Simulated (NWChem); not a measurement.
System: SiH3SF; SMILES [SiH2](S)F

NWChem input:

```
start job
memory heap 200 mb stack 900 mb global 1100 mb
geometry units angstroms
  Si    -0.643932     0.576547    -0.096936
  F      0.728931     1.339027     0.316499
  S     -0.324093    -1.496032    -0.449344
  H     -1.597825     0.789196     1.022462
  H     -1.123141     1.134244    -1.386144
  H     -0.182369    -1.811871     0.857137
end
basis spherical
  * library 6-31g*
end
dft
  xc hfexch
  iterations 150
end
driver
  maxiter 120
end
task dft optimize
task dft freq
```

The level has its own optimisation; frequencies are unscaled.

### Question
What results follow from this input? (Hartree-Fock/6-31G* (spherical d).) Quantities: r F–Si (Å); r S–Si (Å); r H–Si (Å); r H–S (Å); highest harmonic frequency (cm⁻¹); lowest (cm⁻¹); zero-point energy (kcal/mol); dipole (D).

### Answer
```yaml
r F–Si (Å): 1.593
r S–Si (Å): 2.128
r H–Si (Å): 1.464
r H–S (Å): 1.329
highest harmonic frequency (cm⁻¹): 2897
lowest (cm⁻¹): 204
zero-point energy (kcal/mol): 20.2
dipole (D): 1.52
```
